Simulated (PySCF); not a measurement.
**Question.** Write Cartesian coordinates for `C=C(OC)B(F)F` as optimised with PBE0-D3(BJ)/def2-SVP.

**Answer.** 
```xyz
12
C3H5BF2O angstrom
C      0.9680   -0.3451   -0.9000
C      0.4492    0.1100    0.2571
O     -0.8619    0.2280    0.5510
C     -1.7866   -0.1860   -0.4133
B      1.3914    0.5692    1.4149
F      0.9284    1.0663    2.5410
F      2.7012    0.4662    1.2865
H      0.3691   -0.6733   -1.7516
H      2.0531   -0.3895   -1.0020
H     -2.7855   -0.0474    0.0187
H     -1.6486   -1.2508   -0.6750
H     -1.7051    0.4142   -1.3379
```

Orientation and origin are arbitrary. Atoms count from 1 in this order. O3 (ether oxygen) is bent (angle 117.8°). B5 (three-coordinate boron) is planar (angles 122.2°, 120.2° and 117.5°, sum 360.0°, 0.00 Å off the plane of its three neighbours). The C–O distances run from 1.349 Å (C2–O3, drawn single) to 1.399 Å (O3–C4, drawn single), a spread of 0.050 Å. Of the pairs four or more bonds apart, C4···H8 is among the closest relative to their van der Waals radii: 2.58 Å, 89 % of the sum of Bondi's values.

Bonds between heavy atoms (Å): C1=C2 1.347, C2–O3 1.349, O3–C4 1.399, C2–B5 1.562, B5–F6 1.315, B5–F7 1.320.

Computed, not measured: PBE0-D3(BJ)/def2-SVP geometry optimisation, gas phase (PySCF).

Point group: near Cs, missed by 0.12 Å at most; the miss may be what the optimiser left on a soft mode. No frequency check. One conformer, not necessarily the lowest (C1–C2–O3–C4 2°).

Time: 54 s wall; peak memory 0.49 GiB. Hardware: one thread, Arm Neoverse V1 (aarch64), shared host with 32 logical CPUs at a one-minute load of 17. That covers the optimisation of the geometry.
